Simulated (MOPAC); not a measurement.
Input file for MOPAC: PM3 on H3NPbS (SMILES [NH2][Pb][SH]), a point of a torsion scan.

```
PM3 1SCF PRECISE CHARGE=0 THREADS=1
H3NPbS

N     -1.30208248 1     0.08348704 1     0.12045857 1
Pb     0.13605612 1    -1.13321186 1     1.09620496 1
S      2.09317666 1    -0.41163501 1    -0.41644205 1
H     -2.28427872 1     0.15976172 1     0.33244330 1
H     -1.12528122 1     0.67976171 1    -0.67196314 1
H      2.48521639 1     0.61855389 1     0.31582817 1
```

Output:

```
*******************************************************************************
 **                                                                           **
 **                              MOPAC v23.2.5                                **
 **                                                                           **
 *******************************************************************************
 ** MOPAC's Digital Object Identifier: https://doi.org/10.5281/zenodo.6511958 **
 **                                                                           **
 ** Please cite the open-source release paper for use of this MOPAC version:  **
 ** J. E. Moussa and J. J. P. Stewart (2026)                                  **
 ** MOPAC: An open-source semiempirical molecular orbital program             **
 ** J. Open Source Softw., 11(119), 8025, https://doi.org/10.21105/joss.08025 **
 *******************************************************************************

                              PM3 CALCULATION RESULTS

 *******************************************************************************
 *  PM3        - The PM3 Hamiltonian to be used
 *
 *
 *
 *                 CHARGE ON SYSTEM = 0
 *
 *
 *
 *  PRECISE    - TIGHTER CRITERIA TO BE USED
 *  1SCF       - DO 1 SCF AND THEN STOP
 *  THREADS=1  - MULTI-THREADING NOT USED
 *  T=         - A TIME OF 172800.0 SECONDS REQUESTED
 *  DUMP=N     - RESTART FILE WRITTEN EVERY 7200.0 SECONDS REQUESTED
 *******************************************************************************
PM3 1SCF PRECISE CHARGE=0 THREADS=1
 H3NPbS

   ATOM   CHEMICAL          X               Y               Z
  NUMBER   SYMBOL      (ANGSTROMS)     (ANGSTROMS)     (ANGSTROMS)

     1       N         -1.30208248  *   0.08348704  *   0.12045857  *
     2      Pb          0.13605612  *  -1.13321186  *   1.09620496  *
     3       S          2.09317666  *  -0.41163501  *  -0.41644205  *
     4       H         -2.28427872  *   0.15976172  *   0.33244330  *
     5       H         -1.12528122  *   0.67976171  *  -0.67196314  *
     6       H          2.48521639  *   0.61855389  *   0.31582817  *



          CARTESIAN COORDINATES

    NO.       ATOM           X           Y           Z

     1         N         -1.3021      0.0835      0.1205
     2        Pb          0.1361     -1.1332      1.0962
     3         S          2.0932     -0.4116     -0.4164
     4         H         -2.2843      0.1598      0.3324
     5         H         -1.1253      0.6798     -0.6720
     6         H          2.4852      0.6186      0.3158

  H: (PM3): J. J. P. STEWART, J. COMP. CHEM. 10, 209 (1989).
  N: (PM3): J. J. P. STEWART, J. COMP. CHEM. 10, 209 (1989).
  S: (PM3): J. J. P. STEWART, J. COMP. CHEM. 10, 209 (1989).
 Pb: (PM3): J. J. P. STEWART, J. COMP. CHEM. 12, 320-341 (1991).

           Empirical Formula: H3 N Pb S  =     6 atoms



      MOLECULAR POINT GROUP   :   C1


      RHF CALCULATION, NO. OF DOUBLY OCCUPIED LEVELS = 9


 -------------------------------------------------------------------------------
 PM3 1SCF PRECISE CHARGE=0 THREADS=1
 H3NPbS



     1SCF WAS SPECIFIED, SO BFGS WAS NOT USED
     SCF FIELD WAS ACHIEVED


                              PM3 CALCULATION
                                                       MOPAC v23.2.5 Linux




          FINAL HEAT OF FORMATION =         21.57377 KCAL/MOL =      90.26466 KJ/MOL


          COSMO AREA              =        117.51 SQUARE ANGSTROMS
          COSMO VOLUME            =        105.99 CUBIC ANGSTROMS

          IONIZATION POTENTIAL    =          8.916378 EV
          HOMO LUMO ENERGIES (EV) =         -8.916 -2.152
          NO. OF FILLED LEVELS    =          9
          MOLECULAR WEIGHT        =        256.2904         POINT GROUP:  C1

          MOLECULAR DIMENSIONS (Angstroms)

            Atom       Atom       Distance
            H     6    H     4     4.79154
            H     5   Pb     2     2.61666
            S     3    H     4     1.20905


          SCF CALCULATIONS        =          1





   ATOM   CHEMICAL          X               Y               Z
  NUMBER   SYMBOL      (ANGSTROMS)     (ANGSTROMS)     (ANGSTROMS)

     1       N         -1.30208248  *   0.08348704  *   0.12045857  *
     2      Pb          0.13605612  *  -1.13321186  *   1.09620496  *
     3       S          2.09317666  *  -0.41163501  *  -0.41644205  *
     4       H         -2.28427872  *   0.15976172  *   0.33244330  *
     5       H         -1.12528122  *   0.67976171  *  -0.67196314  *
     6       H          2.48521639  *   0.61855389  *   0.31582817  *

                             CARTESIAN COORDINATES

   1    N       -1.302082480     0.083487040     0.120458570
   2   Pb        0.136056120    -1.133211860     1.096204960
   3    S        2.093176660    -0.411635010    -0.416442050
   4    H       -2.284278720     0.159761720     0.332443300
   5    H       -1.125281220     0.679761710    -0.671963140
   6    H        2.485216390     0.618553890     0.315828170


           Empirical Formula: H3 N Pb S  =     6 atoms



      MOLECULAR POINT GROUP   :   C1


                  EIGENVALUES
 -27.58721 -25.72718 -15.55496 -14.60148 -13.47032 -11.29177  -9.76842  -9.35297
  -8.91638  -2.15152  -1.54264  -0.66170   1.45086   3.95466   4.92602


              NET ATOMIC CHARGES AND DIPOLE CONTRIBUTIONS

  ATOM NO.   TYPE          CHARGE      No. of ELECS.   s-Pop       p-Pop
    1          N          -0.228181        5.2282     1.44856     3.77962
    2         Pb           0.464343        3.5357     1.88235     1.65330
    3          S          -0.351828        6.3518     1.92302     4.42881
    4          H           0.047393        0.9526     0.95261
    5          H           0.050122        0.9499     0.94988
    6          H           0.018149        0.9819     0.98185
 DIPOLE           X         Y         Z       TOTAL
 POINT-CHG.    -2.381    -1.669     2.958     4.148
 HYBRID        -0.508     2.400    -0.777     2.574
 SUM           -2.889     0.731     2.181     3.693


          ATOMIC ORBITAL ELECTRON POPULATIONS

     Atom    s        px        py        pz
    1  N   1.44856   1.09229   1.40291   1.28442
    2 Pb   1.88235   0.54335   0.52526   0.58469
    3  S   1.92302   1.58184   1.38487   1.46210
    4  H   0.95261
    5  H   0.94988
    6  H   0.98185

 **********************
 *                    *
 * JOB ENDED NORMALLY *
 *                    *
 **********************




 == MOPAC DONE ==
```

The run finished.

Cost: very roughly 0.020 core-seconds.
